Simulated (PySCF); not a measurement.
Geometry (Å), atoms numbered from 1 in this order:
```xyz
4

Ga   -0.0033   -0.0010    0.0024
Cl    2.1178   -0.0322    0.0142
Cl   -1.0262    1.8585   -0.0248
Cl   -1.0883   -1.8253    0.0082
```

Geometry: PBE0-D3(BJ)/def2-SVP; GIAO absolute shieldings from PySCF 2.14, gas phase, non-relativistic, averaged over equivalent atoms.

At PBE0/pcSseg-1 (pcSseg-2 on Ga) (135 basis functions, 8.7 s wall time on 1 thread of an Arm Neoverse V1, shared host):
| atoms | σ (ppm) |
| --- | --- |
| Ga1 | 1405.7 |
| Cl2/Cl3/Cl4 | 851.1 |

Problem. Predict the values at PBE/pcSseg-1 (pcSseg-2 on Ga) on the same geometry.

Solution. 
```json
{"atoms": "Ga1", "σ at PBE/pcSseg-1 (pcSseg-2 on Ga)": "1341.1", "change": "-64.6"}
{"atoms": "Cl2/Cl3/Cl4", "σ at PBE/pcSseg-1 (pcSseg-2 on Ga)": "786.7", "change": "-64.4"}
```

The largest change is at Ga1 (Ga bonded to 3 Cl). Cost: 135 basis functions, 9.8 s wall time on 1 thread of an Arm Neoverse V1, shared host.

Relativistic effects, spin–orbit coupling among them, are left out; they matter for Ga and for the light atoms bonded to it.
